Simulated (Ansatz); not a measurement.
Job for Ansatz (an electronic-structure program): R-RI-MP2/aug-cc-pVQZ on CH2BrN (a complex). Files ending in .json are basis or fitting sets from the Basis Set Exchange. The run froze 16 orbitals, filled d shells among them.

Ansatz 0.2 input:
```yaml
crystal:
  periodic: [false, false, false]
  atoms:
    - {symbol: C, position_ang: [-0.43984196, -0.08430315, -0.45793347]}
    - {symbol: N, position_ang: [-0.26343036, -0.21408534, 0.66507120]}
    - {symbol: H, position_ang: [-0.60444194, 0.03680709, -1.50541032]}
    - {symbol: Br, position_ang: [0.28213495, -0.61514624, 4.13039079]}
    - {symbol: H, position_ang: [0.06018047, -0.45154071, 2.72170458]}
basis:
  gaussian:
    orbitals: aug-cc-pVQZ
    fitting: {mean_field: def2-universal-JKFIT, correlation: aug-cc-pVQZ-RIFIT.json}
magnetization: {spin_polarized: false}
correlation: {method: mp2, electrons: outside_noble_gas}
scf: {lower_state_search: off}
```

Output:

```
WARN ansatz: RAYON_NUM_THREADS=2 ignored (pool sized by the plan → 2); use --threads N
Functional definition: HF
these checks for a lower state are left out or cut short: stability, starts, cluster_reference, orbital_swaps, neighbouring_geometries, increment
integrals: 0.46 GiB planned
454 factors; integrals over basis functions are off by at most 4.0e0 eV
mean field: 0.76 GiB planned
mean field evaluation 1: about -72542.6932 eV, gradient 2.9e1 eV
mean field evaluation 2: about -72543.8207 eV, gradient 2.2e1 eV
mean field evaluation 4: about -72544.7372 eV, gradient 1.2e0 eV
mean field -72544.74269888 eV, -2665.9701215913 hartree, gradient 1.9e-6 eV, S^2 0.000000; 0 other end points of the search recorded, 0 dependent functions left out
16 core orbitals not correlated
758 factors; their error is unknown
reference -72544.74269888 eV, -2665.9701215913 hartree; 9, 9 occupied and 320, 320 virtual orbitals, 758 factors
second order -15.42360118 eV of doubles, -0.00000000 eV of singles
Total energy: -72560.16630007 eV, -2666.5369284803 hartree
Checks for a lower state left out: stability, starts, cluster_reference, orbital_swaps, neighbouring_geometries, increment
```

The calculation finished and met its thresholds.

Cost: around 4 core-seconds (rough).
